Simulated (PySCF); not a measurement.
**Simulated absorption spectrum**

Compound: C₄H₁₄AlNO.
Numbering: `[CH3:1][N:2]([CH3:3])[AlH2-:4][O+:5]([CH3:6])[CH3:7]` (hydrogens: H8, H9, H10 on C1; H11, H12, H13 on C3; H14, H15 on Al4; H16, H17, H18 on C6; H19, H20, H21 on C7)

Method: TDDFT CAM-B3LYP/def2-SVPD, vertical, gas phase, core orbitals frozen in the response (PySCF). One conformer (not necessarily the lowest) at the PBE0-D3(BJ)/def2-SVP geometry, without solvent, vibrations or thermal averaging. Torsions of this conformer, `[CH3:1][N:2]([CH3:3])[AlH2-:4][O+:5]([CH3:6])[CH3:7]`: C1–N2–Al4–O5 83°, N2–Al4–O5–C6 32°.

Computed states:

```
state  E (eV)       f
   S1    5.34  0.0076
   S2    5.74   0.063
   S3    6.24  0.0036
   S4    6.37  0.0093
   S5    6.53   0.011
   S6    6.65   0.038
```

Each state is given a Gaussian of 0.4 eV full width at half maximum, with ε(max) = 2.175×10⁸ f / Δν̃ (Δν̃ the width in cm⁻¹). The width is an assumption, not a result. The curve ends short of the highest state used, and states not computed would add to its high-energy end.

(1) Give the broadened spectrum and its maxima.

(2) Coming from long wavelengths, where does ε first pass 100 L mol⁻¹ cm⁻¹?

(3) On this curve, what absorbance would a 10⁻⁴ mol/L sample give at 248 nm over a 1 cm path?

Results:

(1) 
λ (nm), ε (L mol⁻¹ cm⁻¹) and a bar:
```
    205.0       1073 ########
    206.0       1297 #########
    207.1       1617 ###########
    208.1       1965 ##############
    209.1       2351 #################
    210.1       2755 ###################
    211.2       3192 #######################
    212.2       3554 #########################
    213.2       3859 ###########################
    214.3       4103 #############################
    215.3       4227 ##############################
    216.3       4253 ##############################
    217.4       4169 #############################
    218.4       4002 ############################
    219.4       3762 ###########################
    220.5       3439 ########################
    221.5       3112 ######################
    222.5       2774 ####################
    223.6       2409 #################
    224.6       2099 ###############
    225.6       1818 #############
    226.7       1549 ###########
    227.7       1342 #########
    228.7       1169 ########
    229.8       1013 #######
    230.8        898 ######
    231.8        803 ######
    232.8        722 #####
    233.9        646 #####
    234.9        584 ####
    235.9        527 ####
    237.0        468 ###
    238.0        417 ###
    239.0        368 ###
    240.1        317 ##
    241.1        274 ##
    242.1        233 ##
    243.2        193 #
    244.2        161 #
    245.2        132 #
    246.3        105 #
    247.3         84 #
    248.3         66 
    249.4         50 
    250.4         39 
    251.4         30 
    252.5         22 
    253.5         16 
    254.5         12 
    255.5          9 
    256.6          6 
    257.6          4 
    258.6          3 
    259.7          2 
    260.7          1 
    261.7          1
```

Maxima: 216 nm (5.74 eV), ε about 4300, made up of S2 (99%) (ε in L mol⁻¹ cm⁻¹; maxima over ε = 5, shares over 10%).

(2) At about 246 nm (5.03 eV), 0.31 eV below S1.

(3) 248 nm is 4.999 eV, where ε is about 71 L mol⁻¹ cm⁻¹, so A = ε c l ≈ 0.0071 (Beer–Lambert, with the gas-phase spectrum and the assumed width).

The run took 98 s wall on one thread of an x86-64 server (shared host).
